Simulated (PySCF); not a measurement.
Method: PySCF energies plus ideal-gas RRHO corrections (1 bar). The comparison is the NASA 1993 polynomial table, which mixes measured and estimated data. S°(298 K) at PBE0/def2-TZVP differs from the NASA 1993 table for NaOH (+8 J/mol/K); whether the harmonic model or the table's entry is off was not settled. 6-31G* has spherical d functions here. All species are closed-shell singlets. B3LYP is the form with VWN-RPA correlation. The harmonic model lacks anharmonicity and excited electronic states, which grow with temperature; levels with a mode under 35 cm⁻¹ are left out. The table's entry may be an old estimate for NaOH (not checked at source). Warning, point group unlike the PBE0 one: NaOH (B3LYP/6-31G*).

Harmonic frequencies at B3LYP/6-31G* (cm⁻¹): 290, 566, 3787. Point group Cs; S°(298 K) = 239.6 J/mol/K at this level.

Q: Work out Cp and S° of gaseous NaOH at 500, 800, 1200, 1600, 2000 K from these, and set them beside the table.

A: 
```tsv
T (K)	Cp B3LYP/6-31G*	Cp table	S° B3LYP/6-31G*	S° table
500	47.8	51.8	263.7	254.5
800	49.4	53.6	286.6	279.3
1200	51.4	55.7	307.0	301.4
1600	53.1	57.4	322.0	317.7
2000	54.4	58.7	334.0	330.6
```
Units J/mol/K.
